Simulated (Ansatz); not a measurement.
Sn₅Au, relaxed as a doublet with UKS PBE-D4/def2-SVP in Ansatz, starting from the GFN1-xTB geometry. Force threshold 0.03 eV/Å.

In the def2 sets Au, Sn take a core potential; there is no spin–orbit coupling. The structure comes from a short search, and lower isomers may exist.

Start:

| atom | x (Å) | y (Å) | z (Å) |
| --- | --- | --- | --- |
| Au1 | -0.9094 | -0.1927 | -2.1135 |
| Sn2 | 0.5323 | -0.5629 | 1.9538 |
| Sn3 | 1.1685 | 2.0675 | 0.8081 |
| Sn4 | -0.8232 | -1.9955 | -0.0174 |
| Sn5 | -1.3899 | 0.9205 | 0.2348 |
| Sn6 | 1.4217 | -0.2369 | -0.8658 |

| step | energy (eV) | largest force component (eV/Å) | SCF passes |
| --- | --- | --- | --- |
| 1 | -32857.8828 | 2.286 | 30 |
| 2 | -32858.5176 | 0.473 | 39 |
| 3 | -32858.6042 | 0.272 | 30 |
| 4 (rejected) | -32858.5799 | 0.377 | 29 |
| 5 | -32858.6386 | 0.096 | 26 |
| 6 | -32858.6411 | 0.036 | 25 |
| 7 | -32858.6413 | 0.007 | 22 |

Force components are those of the run's own axes.

End:

```xyz
6

Au   -0.8295   -0.0420   -2.0731
Sn    0.5635   -0.5572    2.0246
Sn    1.0860    1.9623    0.7126
Sn   -0.8181   -2.0261    0.0360
Sn   -1.6896    1.0257    0.3114
Sn    1.6877   -0.3627   -1.0114
```

Bonds lost: Sn5–Sn6 (atoms count from 1).

No frequencies were taken in this run, so the end may be a saddle point.

It took 42 s on 6 threads of Intel Xeon on a shared host.
